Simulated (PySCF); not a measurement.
Species: C5H10F2OSi.
SMILES with atom numbers: `[F:1][CH2:2][C@@H:3]1[O:4][C@H:5]([F:6])[C@H:7]1[CH2:8][SiH3:9]`

Structure used (GFN2-xTB), in Å, numbered top down from 1:
```
atom  x, y, z in Å
F1    -2.9679    0.9518    0.6365
C2    -2.6188   -0.3094    0.2267
C3    -1.4062   -0.2311   -0.6909
O4    -1.0214   -1.5262   -1.1777
C5     0.2207   -1.4733   -0.5381
F6     0.3137   -2.4106    0.4573
C7    -0.0266   -0.0553   -0.0177
C8     0.8699    1.0367   -0.5590
Si9    2.6290    0.9837    0.1789
H10   -2.4028   -0.9009    1.1218
H11   -3.4734   -0.7344   -0.3085
H12   -1.6056    0.4601   -1.5168
H13    1.0681   -1.6535   -1.2097
H14   -0.0816   -0.0193    1.0710
H15    0.4050    1.9981   -0.3334
H16    0.9132    0.9568   -1.6470
H17    3.2701   -0.2810   -0.1797
H18    2.5303    1.1108    1.6323
H19    3.3745    2.1063   -0.3882
```

NICS = −σ at a ghost point: NICS(0) at the centroid of the ring atoms, NICS(1) 1 Å to either side along the normal of their mean plane, zz for the tensor component along that normal. Level: GIAO PBE0/pcSseg-1 (PySCF, non-relativistic, gas phase) on the GFN2-xTB geometry, one conformer.

Ring bond lengths (Å), with Mayer bond orders in brackets: C3–O4 1.436 (0.89), O4–C5 1.398 (1.00), C5–C7 1.531 (0.97), C7–C3 1.545 (0.95).

Q: Give the NICS values of each ring in ppm.

A: 
```tsv
ring	type	NICS(0)	NICS(1), two faces	NICS(1)zz, two faces	rms pucker (Å)	centre to ring atoms, mean (Å)
C3–O4–C5–C7	4-membered ring with O; formal bonds all single	-1.6	-0.5 / 0.3	1.9 / 4.4	0.02	1.04
```

Q: What can be read from them?

A: 
- C3–O4–C5–C7: mean NICS(1)zz 3.1 ppm, deshielded. C3, C5, C7 have four or more neighbours, and the NICS criterion for π rings isn't applied.

Q: What are the shieldings of the ring atoms and their hydrogens in the same run (means over atoms taken as equivalent)?

A: 
```
atoms                 environment  σ isotropic (ppm)  principal values of the symmetric part, first atom (ppm)
   C3  sp3 carbon bound to oxygen              101.8                                         81.9, 95.1, 128.3
   O4         cyclic ether oxygen              239.1                                       167.3, 247.0, 302.9
   C5              sp3 C–F carbon               66.5                                          45.2, 66.6, 87.7
   C7   four-membered-ring carbon              137.0                                       125.6, 134.0, 151.4
  H12            methine hydrogen              27.46                                          25.7, 27.1, 29.6
  H13            methine hydrogen              25.94                                          23.5, 26.2, 28.1
  H14            methine hydrogen              29.23                                          25.7, 30.5, 31.5
```

Time: 75 s of wall time; peak memory 0.94 GiB. Hardware: an Arm Neoverse N1 with one thread, no GPU, shared host with 64 logical CPUs at a one-minute load of 61. This is the whole shielding run at PBE0/pcSseg-1, SCF included.
